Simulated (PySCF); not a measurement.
H2O2Sc, neutral, multiplicity 2. Atoms are numbered in the order given.

```xyz
5

Sc     0.0000     0.0000     0.3991
O      0.0000     1.6856    -0.3928
H      0.0000     2.3812    -1.0481
O      0.0000    -1.6856    -0.3928
H      0.0000    -2.3812    -1.0481
```
Charge 0, spin multiplicity 2.

Coordinates come from a B3LYP-D3(BJ)/def2-TZVP optimisation. One conformer was computed; it need not be the lowest.

Level of theory: PBE/def2-TZVPD run with PySCF.

```yaml
total_energy: -912.14510 hartree
point_group: C2v
"α spin, highest occupied and lowest empty level": -3.46 and -2.66 eV
"β spin, highest occupied and lowest empty level": -7.28 and -2.36 eV
dipole_moment: 0.62 D
quadrupole, principal values (traceless, Buckingham form, about the centre of nuclear charge): -3.96, 1.53, 2.43 D·Å
mean_static_polarisability: 107.8 bohr³ (15.97 Å³)
polarisability_principal_values: 79.6, 118.0, 125.7 bohr³
"⟨S²⟩": 0.751 (pure state 0.75)
```
